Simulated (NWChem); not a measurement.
CsBr; SMILES [Br][Cs]

```xyz
2

Cs     0.0000     0.0000    -1.2090
Br     0.0000     0.0000     1.8904
```
Atoms are numbered in this order, from 1.

All runs use the structure optimised with PBE0-D3(BJ)/def2-TZVP. def2 effective core potentials on Cs; no spin-orbit coupling.

Problem. List the 4 lowest vertical singlet excitations from PBE0/def2-SVP with def2 effective core potentials on Cs, TDA (NWChem).

Solution. 
```json
[
 {"state": "S1", "energy (eV)": "3.43", "oscillator strength": "0.010", "leading excitation (squared amplitude)": "HOMO → LUMO (0.98)"},
 {"state": "S2", "energy (eV)": "3.43", "oscillator strength": "0.010", "leading excitation (squared amplitude)": "HOMO−1 → LUMO (0.98)"},
 {"state": "S3", "energy (eV)": "3.65", "oscillator strength": "0.069", "leading excitation (squared amplitude)": "HOMO−2 → LUMO (0.97)"},
 {"state": "S4", "energy (eV)": "4.67", "oscillator strength": "0.010", "leading excitation (squared amplitude)": "HOMO−1 → LUMO+1 (0.49)"}
]
```
